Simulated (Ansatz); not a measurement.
Cost and result up the ladder for tetramethylammonium trifluoroacetate (C₆H₁₂F₃NO₂) (24 atoms). Total charge 0; singlet. Geometry: PBE0-D4/def2-SVP.

```xyz
24

C    -0.572   -1.577    0.184
N    -0.124   -0.916   -1.079
C    -0.949    0.308   -1.311
C    -0.270   -1.845   -2.222
C     1.306   -0.518   -0.915
H    -1.649   -1.776    0.114
H    -0.021   -2.520    0.296
H    -0.324   -0.890    1.015
H    -0.818    1.013   -0.455
H    -0.611    0.775   -2.246
H    -1.998    0.001   -1.407
H     0.340   -2.740   -2.045
H    -1.325   -2.129   -2.322
H     0.065   -1.343   -3.139
H     1.914   -1.429   -0.839
H     1.375    0.062    0.024
H     1.612    0.068   -1.791
O     0.733    0.549    1.841
C     0.167    1.663    1.830
O    -0.555    2.173    0.963
C     0.383    2.551    3.083
F     0.877    3.747    2.742
F    -0.779    2.763    3.714
F     1.222    2.011    3.966
```

Ansatz on 4 threads of Arm Neoverse V1 on a shared host. Times are rough, and most runs start from the orbitals of an earlier one. PBE0-D4/def2-TZVP serves as the yardstick here, not as an exact answer. Differences are given only for rows in sets of like size (and for xTB, whose basis is part of the method), since another set adds its own error. Binding counts from free atoms at the same level (C triplet, N quartet, H doublet, O triplet, F doublet; other spins of the atoms weren't run), without zero-point energy or a counterpoise term.

B3LYP takes the VWN-RPA correlation. Correlated methods freeze 12 core orbitals. The rows differ in basis, and correlated rows in double-zeta sets carry the largest basis error.

Correlated methods converge slowly with the basis, most of all in double-zeta sets.

```tsv
level	functions	wall time	binding energy per atom (eV)	difference from PBE0-D4/def2-TZVP (eV)
HF/STO-3G	72	0.65 s	3.12	–
HF/6-31G	132	1.5 s	2.59	–
B3LYP-D4/6-31G	132	3.4 s	3.94	–
PBE-D4/def2-SVP	228	3.9 s	4.33	–
MP2/def2-SVP	228	6.5 s	4.01	–
PBE0-D4/def2-SVP	228	7.5 s	4.21	–
PBE-D4/def2-TZVP	444	8.5 s	4.26	0.11
revPBE-D4/def2-TZVP	444	8.5 s	4.13	-0.01
r2SCAN-D4/def2-TZVP (with forces)	444	18 s	4.14	-0.01
r2SCANh-D4/def2-TZVP	444	25 s	4.10	-0.04
PBE0-D4/def2-TZVP (with forces)	444	29 s	4.14	0.00
```
